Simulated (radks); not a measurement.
All-electron atom: Sr+ in [Kr] 5s1. Calculated with a radial shooting solver on a logarithmic mesh with Libxc functionals: Dirac Kohn-Sham, BLYP, spin-unpolarised, spherical densities, point nucleus.

Spin-orbit splittings of the eigenvalues, e(l+1/2) - e(l-1/2), with zeta = 2 splitting/(2l+1) and mean radii in bohr:

\begin{tabular}{lrrrrr}
shell & occ. & splitting (eV) & zeta (eV) & <r> j=l-1/2 & <r> j=l+1/2 \\ \hline
2p & 6 & 68.46 & 45.64 & 0.1475 & 0.1516 \\
3p & 6 & 10.50 & 6.999 & 0.4915 & 0.5020 \\
3d & 10 & 1.832 & 0.7328 & 0.4963 & 0.5000 \\
4p & 6 & 1.177 & 0.7843 & 1.541 & 1.575 \\
\end{tabular}
